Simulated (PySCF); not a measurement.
## Si²⁺ (silicon, charge +2) across methods

[Ne] 3s2, closed-shell 1S. Computed with PySCF 2.14 in aug-cc-pCVTZ-DK with one added diffuse shell each of s, p, d, f type (9s8p6d4f, 91 functions), with scalar relativity by spin-free X2C-1e.

| method | E (hartree) | mean ε 2s (eV) | mean ε 2p (eV) | mean ε 3s (eV) | Σ⟨r²⟩ (bohr²) | ⟨S²⟩ |
| --- | --- | --- | --- | --- | --- | --- |
| PBE | -288.9380 | -160.77 | -116.89 | -28.529 | 11.71 | 0.000 |
| BP86 | -289.1078 | -160.94 | -117.05 | -28.680 | 11.67 | 0.000 |
| PBE0 | -288.9598 | -168.33 | -122.25 | -29.688 | 11.73 | 0.000 |
| wB97X | -289.0821 | -169.49 | -124.05 | -32.186 | 11.68 | 0.000 |
| UHF | -288.59774 | -189.73 | -137.11 | -32.228 | 11.91 | 0.000 |
| r2SCAN | -289.0438 | -164.81 | -119.02 | -28.708 | 11.78 | 0.000 |
| MN15 | -289.0967 | -163.80 | -122.67 | -30.134 | 11.83 | 0.000 |
| LDA | -287.9160 | -160.04 | -116.97 | -28.658 | 11.68 | 0.000 |
| TPSSh | -289.0898 | -165.19 | -119.53 | -29.056 | 11.74 | 0.000 |
